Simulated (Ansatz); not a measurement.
System: SiHCl$_{2}$, charge -1, singlet. SiHCl2- (SMILES Cl[SiH-]Cl).
B3LYP-D3(BJ)/def2-TZVP minimum from Ansatz (a program for electronic structure):
```
Si
H 1 1.5349
Cl 1 2.2465 2 93.01
Cl 1 2.2465 2 93.01 3 100.17
```
Charge -1, spin multiplicity 1.

Total energies in aug-cc-pV(D+d)Z, 20 correlated electrons, 15 frozen orbitals. Open shells are spin-unrestricted; no spin-orbit coupling. Correlated methods leave the cores frozen. No relativity.

```tsv
method	program	energy (Eh)	minus CCSDT(Q) (mEh)
HF	Ansatz	-1208.65077	466.92
MP2	Ansatz	-1209.05983	57.86
CCSD	Ansatz	-1209.10040	17.29
CCSD(T)	Ansatz	-1209.11523	2.45
CCSDT(Q)	Ansatz	-1209.11768	0.00
```

Rough core times of Ansatz's runs on a shared machine: CCSD(T) under 20 s, CCSDT(Q) 10 min.
